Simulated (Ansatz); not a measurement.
## Molecular dynamics of FGeH3O2

input.yaml

```yaml
crystal:
  periodic: [false, false, false]
  atoms:
    - { symbol: Ge, position_ang: [-0.369743, 0.076526, 0.536283] }
    - { symbol: H, position_ang: [0.957166, 0.049834, 1.464896] }
    - { symbol: F, position_ang: [1.621545, -0.133775, 0.274224] }
    - { symbol: O, position_ang: [-0.887455, 1.495245, -0.404775] }
    - { symbol: H, position_ang: [-1.317144, 1.198668, -1.233085] }
    - { symbol: O, position_ang: [-1.114855, -1.251522, -0.409394] }
    - { symbol: H, position_ang: [-0.860715, -2.131376, -0.072248] }
basis:
  gaussian: { orbitals: def2-SVP }
hamiltonian:
  xc: pbe
md:
  timestep: 0.5
  n_steps: 200
  ensemble: nve
  temperature: 100.0
  initial_velocities: maxwell_boltzmann
  seed: 8862
```

Run as:

```bash
$ ansatz run input.yaml --threads 2 --pin off --max-ram 3072MiB --backend cpu --events-out ev --progress --plain --runs-dir out
```

It starts at the highest image of a converged band. Of that band: Neighbouring images differ by up to 1.6 eV, so the band resolves the path poorly. A vibrational analysis at the climbing image gives one clearly imaginary mode, 1085i cm⁻¹: a first-order saddle point.

Output, in part (one step line in 4, the closing report, with atoms numbered from 0):

```
md step     0: t =     0.00 fs  T =   100.0 K  F+E_penalty+E_count = -63350.26741390 eV  E_kin = 0.064630 eV  conserved = -63350.20278390 eV  (27 SCF iters)
md step     4: t =     2.00 fs  T =    83.6 K  F+E_penalty+E_count = -63350.25661588 eV  E_kin = 0.054035 eV  conserved = -63350.20258045 eV  (31 SCF iters)
md step     8: t =     4.00 fs  T =    75.7 K  F+E_penalty+E_count = -63350.25161459 eV  E_kin = 0.048944 eV  conserved = -63350.20267010 eV  (31 SCF iters)
md step    12: t =     6.00 fs  T =    64.4 K  F+E_penalty+E_count = -63350.24419641 eV  E_kin = 0.041614 eV  conserved = -63350.20258276 eV  (31 SCF iters)
md step    16: t =     8.00 fs  T =    69.6 K  F+E_penalty+E_count = -63350.24761096 eV  E_kin = 0.044972 eV  conserved = -63350.20263923 eV  (31 SCF iters)
md step    20: t =    10.00 fs  T =    80.7 K  F+E_penalty+E_count = -63350.25476219 eV  E_kin = 0.052154 eV  conserved = -63350.20260820 eV  (31 SCF iters)
md step    24: t =    12.00 fs  T =   109.5 K  F+E_penalty+E_count = -63350.27316065 eV  E_kin = 0.070738 eV  conserved = -63350.20242297 eV  (30 SCF iters)
md step    28: t =    14.00 fs  T =   211.5 K  F+E_penalty+E_count = -63350.33917512 eV  E_kin = 0.136676 eV  conserved = -63350.20249881 eV  (30 SCF iters)
md step    32: t =    16.00 fs  T =   378.8 K  F+E_penalty+E_count = -63350.44758546 eV  E_kin = 0.244787 eV  conserved = -63350.20279826 eV  (29 SCF iters)
md step    36: t =    18.00 fs  T =   481.1 K  F+E_penalty+E_count = -63350.51483211 eV  E_kin = 0.310911 eV  conserved = -63350.20392094 eV  (28 SCF iters)
md step    40: t =    20.00 fs  T =   520.4 K  F+E_penalty+E_count = -63350.53811750 eV  E_kin = 0.336319 eV  conserved = -63350.20179887 eV  (29 SCF iters)
md step    44: t =    22.00 fs  T =   811.1 K  F+E_penalty+E_count = -63350.72893435 eV  E_kin = 0.524227 eV  conserved = -63350.20470716 eV  (26 SCF iters)
md step    48: t =    24.00 fs  T =   725.2 K  F+E_penalty+E_count = -63350.67079163 eV  E_kin = 0.468682 eV  conserved = -63350.20211012 eV  (27 SCF iters)
md step    52: t =    26.00 fs  T =   920.5 K  F+E_penalty+E_count = -63350.79771814 eV  E_kin = 0.594936 eV  conserved = -63350.20278168 eV  (26 SCF iters)
md step    56: t =    28.00 fs  T =  1114.3 K  F+E_penalty+E_count = -63350.92576739 eV  E_kin = 0.720202 eV  conserved = -63350.20556532 eV  (27 SCF iters)
md step    60: t =    30.00 fs  T =  1094.6 K  F+E_penalty+E_count = -63350.91003468 eV  E_kin = 0.707424 eV  conserved = -63350.20261103 eV  (27 SCF iters)
md step    64: t =    32.00 fs  T =  1274.8 K  F+E_penalty+E_count = -63351.02819741 eV  E_kin = 0.823874 eV  conserved = -63350.20432387 eV  (26 SCF iters)
md step    68: t =    34.00 fs  T =  1151.4 K  F+E_penalty+E_count = -63350.94561626 eV  E_kin = 0.744150 eV  conserved = -63350.20146611 eV  (27 SCF iters)
md step    72: t =    36.00 fs  T =  1461.1 K  F+E_penalty+E_count = -63351.15026724 eV  E_kin = 0.944333 eV  conserved = -63350.20593417 eV  (27 SCF iters)
md step    76: t =    38.00 fs  T =  1261.8 K  F+E_penalty+E_count = -63351.01548280 eV  E_kin = 0.815501 eV  conserved = -63350.19998148 eV  (27 SCF iters)
md step    80: t =    40.00 fs  T =  1539.5 K  F+E_penalty+E_count = -63351.20140048 eV  E_kin = 0.995000 eV  conserved = -63350.20640066 eV  (27 SCF iters)
md step    84: t =    42.00 fs  T =  1328.9 K  F+E_penalty+E_count = -63351.06051875 eV  E_kin = 0.858885 eV  conserved = -63350.20163345 eV  (27 SCF iters)
md step    88: t =    44.00 fs  T =  1496.0 K  F+E_penalty+E_count = -63351.17071687 eV  E_kin = 0.966863 eV  conserved = -63350.20385375 eV  (27 SCF iters)
md step    92: t =    46.00 fs  T =  1441.8 K  F+E_penalty+E_count = -63351.13523618 eV  E_kin = 0.931848 eV  conserved = -63350.20338782 eV  (27 SCF iters)
md step    96: t =    48.00 fs  T =  1537.8 K  F+E_penalty+E_count = -63351.19969447 eV  E_kin = 0.993864 eV  conserved = -63350.20583054 eV  (27 SCF iters)
md step   100: t =    50.00 fs  T =  1456.8 K  F+E_penalty+E_count = -63351.14421004 eV  E_kin = 0.941529 eV  conserved = -63350.20268085 eV  (27 SCF iters)
md step   104: t =    52.00 fs  T =  1438.2 K  F+E_penalty+E_count = -63351.13176333 eV  E_kin = 0.929538 eV  conserved = -63350.20222506 eV  (28 SCF iters)
md step   108: t =    54.00 fs  T =  1588.4 K  F+E_penalty+E_count = -63351.23299154 eV  E_kin = 1.026586 eV  conserved = -63350.20640599 eV  (27 SCF iters)
md step   112: t =    56.00 fs  T =  1450.8 K  F+E_penalty+E_count = -63351.14023812 eV  E_kin = 0.937653 eV  conserved = -63350.20258542 eV  (27 SCF iters)
md step   116: t =    58.00 fs  T =  1558.0 K  F+E_penalty+E_count = -63351.21113128 eV  E_kin = 1.006934 eV  conserved = -63350.20419736 eV  (27 SCF iters)
md step   120: t =    60.00 fs  T =  1382.1 K  F+E_penalty+E_count = -63351.09479359 eV  E_kin = 0.893230 eV  conserved = -63350.20156350 eV  (28 SCF iters)
md step   124: t =    62.00 fs  T =  1600.1 K  F+E_penalty+E_count = -63351.24057469 eV  E_kin = 1.034127 eV  conserved = -63350.20644753 eV  (27 SCF iters)
md step   128: t =    64.00 fs  T =  1330.3 K  F+E_penalty+E_count = -63351.05975311 eV  E_kin = 0.859800 eV  conserved = -63350.19995314 eV  (27 SCF iters)
md step   132: t =    66.00 fs  T =  1528.2 K  F+E_penalty+E_count = -63351.19349625 eV  E_kin = 0.987661 eV  conserved = -63350.20583532 eV  (27 SCF iters)
md step   136: t =    68.00 fs  T =  1257.5 K  F+E_penalty+E_count = -63351.01416287 eV  E_kin = 0.812710 eV  conserved = -63350.20145274 eV  (28 SCF iters)
md step   140: t =    70.00 fs  T =  1429.2 K  F+E_penalty+E_count = -63351.12860553 eV  E_kin = 0.923692 eV  conserved = -63350.20491308 eV  (27 SCF iters)
md step   144: t =    72.00 fs  T =  1220.5 K  F+E_penalty+E_count = -63350.98982689 eV  E_kin = 0.788793 eV  conserved = -63350.20103343 eV  (27 SCF iters)
md step   148: t =    74.00 fs  T =  1398.6 K  F+E_penalty+E_count = -63351.11057793 eV  E_kin = 0.903890 eV  conserved = -63350.20668779 eV  (27 SCF iters)
md step   152: t =    76.00 fs  T =  1176.6 K  F+E_penalty+E_count = -63350.96222528 eV  E_kin = 0.760426 eV  conserved = -63350.20179900 eV  (29 SCF iters)
md step   156: t =    78.00 fs  T =  1266.9 K  F+E_penalty+E_count = -63351.02218833 eV  E_kin = 0.818819 eV  conserved = -63350.20336937 eV  (29 SCF iters)
md step   160: t =    80.00 fs  T =  1248.6 K  F+E_penalty+E_count = -63351.01139172 eV  E_kin = 0.806985 eV  conserved = -63350.20440667 eV  (29 SCF iters)
md step   164: t =    82.00 fs  T =  1269.4 K  F+E_penalty+E_count = -63351.02577102 eV  E_kin = 0.820396 eV  conserved = -63350.20537516 eV  (29 SCF iters)
md step   168: t =    84.00 fs  T =  1187.2 K  F+E_penalty+E_count = -63350.97012386 eV  E_kin = 0.767268 eV  conserved = -63350.20285538 eV  (29 SCF iters)
md step   172: t =    86.00 fs  T =  1113.4 K  F+E_penalty+E_count = -63350.92169635 eV  E_kin = 0.719560 eV  conserved = -63350.20213616 eV  (30 SCF iters)
md step   176: t =    88.00 fs  T =  1256.8 K  F+E_penalty+E_count = -63351.01883749 eV  E_kin = 0.812284 eV  conserved = -63350.20655363 eV  (29 SCF iters)
md step   180: t =    90.00 fs  T =  1067.7 K  F+E_penalty+E_count = -63350.89191734 eV  E_kin = 0.690084 eV  conserved = -63350.20183310 eV  (30 SCF iters)
md step   184: t =    92.00 fs  T =  1195.2 K  F+E_penalty+E_count = -63350.97700112 eV  E_kin = 0.772458 eV  conserved = -63350.20454347 eV  (30 SCF iters)
md step   188: t =    94.00 fs  T =   993.9 K  F+E_penalty+E_count = -63350.84368253 eV  E_kin = 0.642350 eV  conserved = -63350.20133288 eV  (30 SCF iters)
md step   192: t =    96.00 fs  T =  1257.8 K  F+E_penalty+E_count = -63351.01927411 eV  E_kin = 0.812904 eV  conserved = -63350.20637061 eV  (29 SCF iters)
md step   196: t =    98.00 fs  T =  1014.6 K  F+E_penalty+E_count = -63350.85539037 eV  E_kin = 0.655757 eV  conserved = -63350.19963382 eV  (29 SCF iters)
md step   200: t =   100.00 fs  T =  1280.0 K  F+E_penalty+E_count = -63351.03355474 eV  E_kin = 0.827286 eV  conserved = -63350.20626846 eV  (29 SCF iters)
Total energy: -63351.03358763 eV, -2328.1075434727 hartree
Atom 0 at    -0.903814     0.122358     0.749340 Å, force     0.149560    -0.247922    -1.444037 eV/Å
Atom 1 at     3.465264     0.316750     0.559626 Å, force    -0.148611    -0.315979    -0.426335 eV/Å
Atom 2 at     3.213546    -0.264279    -0.139378 Å, force     0.055160     0.325612     0.448469 eV/Å
Atom 3 at    -0.695344     1.354453    -0.584166 Å, force    -0.031999     0.023256     0.700278 eV/Å
Atom 4 at    -0.663235     0.793027    -1.388330 Å, force    -0.005906    -0.010477    -0.109953 eV/Å
Atom 5 at    -0.963335    -1.157891    -0.623400 Å, force     0.002342     0.218884     0.816723 eV/Å
Atom 6 at    -1.000559    -2.086799    -0.323828 Å, force    -0.020545     0.006625     0.014855 eV/Å
Dipole moment:     0.103681    -0.220678     0.450802 e Å
```

All steps were run. The conserved energy stayed within 0.58 meV per atom of its start (net change -0.5 meV per atom), so the integration is sound. The kinetic energy rose, since the run started high on the potential surface and went downhill. It ends in pieces (FH + GeH2O2), so much of that is their flight and rotation, not heat. A run of 0.1 ps of so small a system gives no equilibrium averages. The orbitals stay closed-shell, which can raise the energy where a bond breaks towards radicals; this wasn't checked here.

Between its relaxed ends the band would form H2–F3 and break Ge1–H2, Ge1–F3. These pairs go: H2–F3 1.38 → 0.94 Å, Ge1–H2 1.62 → 4.38 Å, Ge1–F3 2.02 → 4.23 Å. In the last frame they stand as after the step (other bonds may differ from the relaxed reactants and products). It ends as FH + GeH2O2. Pairs count as bonded within 1.25 times the sum of covalent radii (0.12 Å more for H–H).

Last frame:

```xyz
7
Properties=species:S:1:pos:R:3
Ge -0.904 0.122 0.749
H 3.465 0.317 0.560
F 3.213 -0.264 -0.139
O -0.695 1.355 -0.584
H -0.663 0.793 -1.388
O -0.963 -1.158 -0.623
H -1.001 -2.087 -0.324
```

The run took 5.2 min on 2 threads of Arm Neoverse V1 (shared host), peak memory 0.12 GiB.
